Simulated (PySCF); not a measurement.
**TmCl2 at several levels of theory**

Computed with PySCF 2.14.0 (density fitting, no spin-orbit coupling) at the geometry relaxed with PBE0:

```xyz
3
TmCl2 (singlet in the valence; each metal's 4f electrons, 13 of them, lie in its core potential, out of spins and levels)
Tm    0.0000    0.0000    0.0265
Cl    2.5005    0.0000    0.6110
Cl   -2.5005    0.0000    0.6110
```

```csv
level,basis,state,HOMO (eV),gap (eV),charge on Tm1 (e),population of f-type functions on Tm1 (polarisation alone where 4f lies in the core),dipole about the centre of mass (D),largest force component (eV/Å)
PBE0,"Tm lcecp-0-SVP with ECP59, Cl def2-SVP",singlet,–,–,0.81,0.01,3.59,0.00
revPBE,the same,singlet,–,–,0.72,0.01,3.44,0.19
TPSSh,the same,singlet,–,–,0.81,0.01,3.57,0.08
```

In the lcecp rows the 4f levels are missing from HOMO and gap, and the state counts the valence alone.

Charges are Mulliken's, which hang on the basis. The relaxation used the grid (50, 194), these runs (75, 302) or, all-electron (x2c bases, spin-free X2C Hamiltonian), (99, 590).

Task: What does PBE0 with Tm lcecp-0-TZVP with ECP59, Cl def2-TZVP give here?

Result: state singlet, charge on Tm1 (e) 1.20, population of f-type functions on Tm1 (polarisation alone where 4f lies in the core) 0.02, dipole about the centre of mass (D) 3.64, largest force component (eV/Å) 0.04. Time: 5.6 s on 2 threads of Arm Neoverse V1, on a shared host, from free ions and atoms.

An lcecp potential fixes the number of 4f electrons, so in runs with it no electron can move into or out of that shell.
